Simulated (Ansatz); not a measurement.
`[OH][Al]([SH])[O][SiH3]` + HCl → `[OH][Al]([Cl])[O][SiH3]` + H₂S  (ligand exchange at the Al–S bond)

Isolated molecules relaxed with PBE0-D4/def2-TZVP in Ansatz; ΔE leaves out vibrations. CBS: MP2 limit from def2 TZ/QZ plus the TZ coupled-cluster correction, frozen cores. This one scheme is used for every species. DFT in def2-TZVPP. Each species was taken in one conformer, which may not be the lowest.

`[OH][Al]([SH])[O][SiH3]`:

```xyz
10

O    -0.398    2.394    0.710
Al    0.167    0.823    0.937
S     1.147    0.238    2.786
O    -0.033   -0.299   -0.285
Si   -0.391   -1.112   -1.646
H    -0.322    3.092    1.358
H     1.330   -1.021    2.353
H     0.518   -0.693   -2.746
H    -1.797   -0.851   -2.054
H    -0.222   -2.571   -1.413
```

HCl:

Cartesian coordinates in Å:
```
Cl -0.576 0.035 0.276
H 0.576 -0.035 -0.276
```

`[OH][Al]([Cl])[O][SiH3]`:

Cartesian coordinates in Å:
```
O 2.120 1.638 0.892
Al 0.504 1.191 0.779
Cl -0.893 2.365 1.770
O 0.009 -0.145 -0.093
Si -0.927 -1.283 -0.789
H 2.822 1.151 0.464
H -0.174 -1.927 -1.897
H -1.296 -2.317 0.212
H -2.166 -0.672 -1.337
```

H₂S:

```xyz
3

S    -0.143    0.503    0.333
H    -0.035    0.258   -0.982
H     0.178   -0.761    0.649
```

```json
{"level": "BLYP-D4", "ΔE (kcal/mol)": "-11.2"}
{"level": "ωB97M-V", "ΔE (kcal/mol)": "-11.8"}
{"level": "PBE-QIDH", "ΔE (kcal/mol)": "-11.3"}
{"level": "r2SCANh", "ΔE (kcal/mol)": "-11.5"}
{"level": "BHLYP", "ΔE (kcal/mol)": "-12.7"}
{"level": "MP2/def2-SVP", "ΔE (kcal/mol)": "-12.8"}
{"level": "CCSD(T)/def2-TZVPP", "ΔE (kcal/mol)": "-11.3"}
{"level": "HF/def2-QZVPP", "ΔE (kcal/mol)": "-14.0"}
```

What does CCSD(T)/CBS give? (An estimate is asked.)

Ansatz gave: -11.4 kcal/mol. The listed levels differ from it by 0.2, -0.4, 0.1, -0.1, -1.3, -1.4, 0.1, -2.6 kcal/mol.

Largest T1 diagnostic among the species: 0.012.

In def2-TZVPP, CCSD(T) changes the Hartree–Fock value by +2.6 kcal/mol (the triples alone add +0.4 kcal/mol) and MP2 by +2.5 kcal/mol. From BLYP to BHLYP (50 % exact exchange), in def2-TZVPP and without D4, ΔE moves by −1.0 kcal/mol.
